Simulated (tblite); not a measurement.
octasulfur (S8), singlet, geometry from GFN2-xTB; GFN1-xTB (tblite).

The tblite input:
```
$ tblite run mol.xyz --method gfn1 --charge 0 --spin 0 --grad --json tblite.json --no-restart

# file mol.xyz
8

S      1.75411790    -1.78962887     0.07332880
S      1.52958456    -0.06385551     1.13564303
S      1.91565693     1.61650911     0.04727578
S      0.12771566     2.07563782    -0.95606029
S     -1.36295301     1.78306853     0.41879447
S     -2.36887737     0.11051203    -0.23977795
S     -1.52527058    -1.63948521     0.44497305
S     -0.06997411    -2.09275791    -0.92417688
```

The log (banner, timings and long lists left out):

```
xTB calculator
 | screened Coulomb repulsion
 | Coulomb electrostatics
 |  * isotropic Klopman-Ohno-Mataga-Nishimoto electrostatics
 |  * onsite third-order electrostatics
 | DFT-D3(BJ) dispersion correction

halogen bonding energy    0.0000000000000E+00 Eh
repulsion energy          4.6171583221380E-02 Eh
dispersion energy        -1.0279037837866E-02 Eh
number of electrons       4.8000000000000E+01 e
integral cutoff           1.9487547202114E+01 bohr

------------------------------------------------------------
  cycle        total energy    energy error   density error
------------------------------------------------------------
      1     -29.60715809392  -2.9643051E+01   5.4492732E-02
      2     -29.60712232272   3.5771199E-05   3.3742111E-02
      3     -29.60690127006   2.2105266E-04   2.7283266E-02
      4     -29.60827024215  -1.3689721E-03   1.4317178E-03
      5     -29.60827816325  -7.9211038E-06   2.5091787E-04
      6     -29.60827837137  -2.0811522E-07   4.6248071E-05
      7     -29.60827837183  -4.6413362E-10   3.1039835E-05
      8     -29.60827837273  -8.9758956E-10   1.0922633E-05
------------------------------------------------------------

electronic energy        -2.9644170918114E+01 Eh
total energy             -2.9608278372731E+01 Eh

Post processing:
 | Mayer-Wiberg bond orders

[Info] Tight-binding results written to 'tblite.txt'
[Info] JSON dump of results written to 'tblite.json'
```
